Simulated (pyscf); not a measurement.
**`[Cl][SnH3]`, singlet**

Gas-phase minimum from PySCF at ωB97X-D3(BJ)/def2-SVP, one conformer. 

SMILES: [Cl][SnH3]
```xyz
5

Cl     0.8012     0.3618     0.6453
Sn    -1.3054    -0.5172     0.0965
H     -1.0136    -1.9449    -0.7819
H     -2.0897     0.6705    -0.8359
H     -2.0988    -0.8133     1.5723
```
Charge 0, spin multiplicity 1.

Bonds (Å): Cl1–Sn2 2.348, Sn2–H3 1.701, Sn2–H4 1.701, Sn2–H5 1.702. Bond angles (°): Cl1–Sn2–H3 106.3, Cl1–Sn2–H4 106.3, Cl1–Sn2–H5 106.3, H3–Sn2–H4 112.4, H3–Sn2–H5 112.4, H4–Sn2–H5 112.4.

Properties at ωB97X-D3(BJ)/def2-SVP:

```json
{
  "harmonic_wavenumbers_unscaled": "390, 510, 510, 730, 730, 741, 2004, 2004, 2005 cm⁻¹",
  "zero_point_energy": "13.8 kcal/mol",
  "rotational_symmetry_number": "3",
  "Entropy of this conformer at 298 K and 1 atm, rigid rotor and harmonic oscillator, modes under 100 cm⁻¹ raised to 100": "274.8 J/(mol K)",
  "dipole_moment": "2.63 D"
}
```

Single-point totals, which compare only within one level (frozen core for MP2 and CC):

```
level                   total energy (hartree)
----------------------  ----------------------
ωB97X-D3(BJ)/def2-TZVP              -676.43041
PBE/def2-TZVP                       -676.13472
r²SCAN/def2-TZVP                    -676.38402
B3LYP-D3(BJ)/def2-TZVP              -676.43560
PBE0-D3(BJ)/def2-TZVP               -676.18962
M06-2X/def2-TZVP                    -676.24532
ωB97M-D3(BJ)/def2-TZVP              -676.42225
HF/def2-TZVPP                       -674.63622
MP2/def2-TZVPP                      -675.16012
CCSD/def2-TZVPP                     -675.18628
CCSD(T)/def2-TZVPP                  -675.20354
```

The CCSD(T) − MP2 part came from Ansatz, without density fitting, on the same reference. The frozen core leaves the outer d or s,p core shells of the metals and heavy elements correlated in the MP2 and CC values, and def2-TZVPP describes them poorly, so these totals are far from the basis limit. Elements past Kr carry the def2 core potentials, without spin-orbit coupling.
